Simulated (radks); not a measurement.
Problem. The mean radii <r> (bohr) of the occupied orbitals of an atom or ion are listed with their occupations. Calculated with a radial shooting solver on a logarithmic mesh with Libxc functionals: Dirac Kohn-Sham, BLYP, spin-unpolarised, spherical densities, finite nucleus; Fermi nuclear charge, rms radius of each element as measured or else 0.836 A^(1/3) + 0.57 fm.

| orbital | occ. | <r> |
|---|---|---|
| 1s1/2 | 1 | 0.1273 |
| 2s1/2 | 2 | 0.6245 |
| 2p1/2 | 2 | 0.5670 |
| 2p3/2 | 3 | 0.5687 |

Name the element and its charge.

Solution. Z = 12, magnesium, charge +4: Mg4+ in 1s1 2s2 2p(1/2: 2, 3/2: 3). The 1s radius gives Z: for a bare nucleus <r> = (2 gamma + 1)/(2Z) with gamma = sqrt(1 - (Z/c)^2), 0.1247 bohr for Z = 12, and screening makes it slightly larger (0.1273 here). The occupations add up to 8, and the charge is Z minus that.
